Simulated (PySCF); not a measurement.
A small calculation by hand: entropy of an ideal gas

PbS, SMILES [S]=[Pb] (connectivity only; charge and spin as stated), neutral, multiplicity 1.

Geometry optimised at B3LYP-D3(BJ)/def2-TZVP. The def2 effective core potentials stand for the cores of Pb; spin–orbit coupling is left out.

B3LYP-D3(BJ)/def2-TZVP run with PySCF gives the harmonic wavenumbers 435 cm⁻¹ and the rotational temperature 0.1644 K. The molar mass is 239.26 g/mol, the symmetry number 1, the spin multiplicity 1.

**Question.** Work out the entropy at 298.15 K and 1 atm in the rigid-rotor, harmonic-oscillator model.

**Answer.** 
Translation (Sackur–Tetrode at 1 atm): S = R[1.5 ln M + 2.5 ln T − 1.16487] = 177.1 J/(mol K).
Rotation: q = T/(σ θ) = 1810, S = R[ln q + 1] = 70.7 J/(mol K).
Vibration: with u = 1.4388 ν/T, each mode gives R[u/(e^u − 1) − ln(1 − e^−u)]:
| ν (cm⁻¹) | modes | u | S (J/(mol K)) |
|---|---|---|---|
| 435 | 1 | 2.10 | 3.52 |
These are all the modes. Sum 3.5 J/(mol K).
Spin: R ln 1 = 0.0 J/(mol K).
Total 251.3 J/(mol K); the program's own thermochemistry gives 251.3. Translation makes up 70 % and vibration 1 %. Anharmonicity, hindered rotation and orbital degeneracy are left out.
